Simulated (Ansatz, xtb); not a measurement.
**Two structures of BGeH4Si**

Structure a: a doublet given by its coordinates. Structure b: a doublet given by its coordinates. Both are isolated molecules in the gas phase, relaxed with PBE0-D3(BJ)/def2-SVP.

a (Å):

```xyz
7

B     1.4780    1.3427   -2.8916
Ge    0.8529    1.3378   -1.0026
Si    2.3607   -0.2810   -1.9359
H     1.4915    1.6097   -4.0652
H     1.9817    2.2921   -2.1486
H     3.8465   -0.4349   -1.8786
H     1.7038   -1.6156   -2.0436
```

Close contacts (Å): B1–Ge2 1.99, B1–Si3 2.08, Ge2–Si3 2.40, B1–H4 1.20, B1–H5 1.31, Ge2–H5 1.87, Si3–H6 1.49, Si3–H7 1.49.

b (Å):

```csv
atom,x (Å),y (Å),z (Å)
B,2.5620,0.5936,-1.3483
Ge,3.1751,-0.7272,-2.8709
Si,1.2292,1.0808,-2.6170
H,1.4556,1.8804,-3.8562
H,-0.1531,0.5212,-2.5957
H,2.5240,0.2928,-0.1824
H,3.7193,0.8395,-1.8387
```

Close contacts (Å): B1–Ge2 2.11, B1–Si3 1.90, Ge2–Si3 2.67, B1–H6 1.20, B1–H7 1.28, Ge2–H7 1.95, Si3–H4 1.49, Si3–H5 1.49.

Energies in hartree; the thermal terms are from PBE0-D3(BJ)/def2-SVP harmonic frequencies (ideal gas, rigid rotor, one conformer each, 298.15 K, 1 atm) and include the zero-point energy:

```
                               a            b
E, CCSD(T)/def2-SVP  −2391.296555  −2391.298267
    E, MP2/def2-SVP  −2391.245306  −2391.246255
  E, MP2/def2-TZVPP  −2391.703198  −2391.702039
  zero-point energy      0.035969      0.036144
       H(298 K) − E      0.041982      0.042302
       G(298 K) − E      0.007011      0.006853
```

Q: Correct the CCSD(T) difference for the basis set by the MP2 change, then work out ΔE, ΔE₀, ΔH and ΔG for a → b in kcal/mol (1 Eh = 627.51 kcal/mol) and the equilibrium ratio [b]/[a].

A: 1. Differences b − a: CCSD(T) −0.001712, MP2 in the small set −0.000949, MP2 in the large set +0.001159 Eh.
2. ΔE = −0.001712 + (+0.001159 − (−0.000949)) = +0.000396 Eh = +0.25 kcal/mol.
3. ΔE₀ = ΔE + ΔZPE = +0.000396 + (+0.000175) Eh = +0.36 kcal/mol.
4. ΔH = ΔE + (+0.000320) Eh = +0.45 kcal/mol.
5. ΔG = ΔE + (−0.000158) Eh = +0.15 kcal/mol, so ΔS = (ΔH − ΔG)/T = +4.2 J/(mol K).
6. kT = 0.9442 mEh, so K = [b]/[a] = exp(−ΔG/kT) = exp(−0.25) ≈ 0.78.

The two are too close for this level to say which is favoured. An error of 1 kcal/mol in ΔG would change K by a factor of 5.4. Mirror images and further conformers aren't counted.

Other levels gave ΔE = 0.0 (PBE0-D3(BJ)/def2-SVP); −3.1 (HF/def2-SVP); −0.6 (MP2/def2-SVP); −1.1 (CCSD(T)/def2-SVP) kcal/mol. Open shells are spin-unrestricted. The correlated steps freeze 15 core orbitals; the filled d shell of Ge is correlated, in a basis made for valence electrons. Programs: Ansatz 0.2.0.
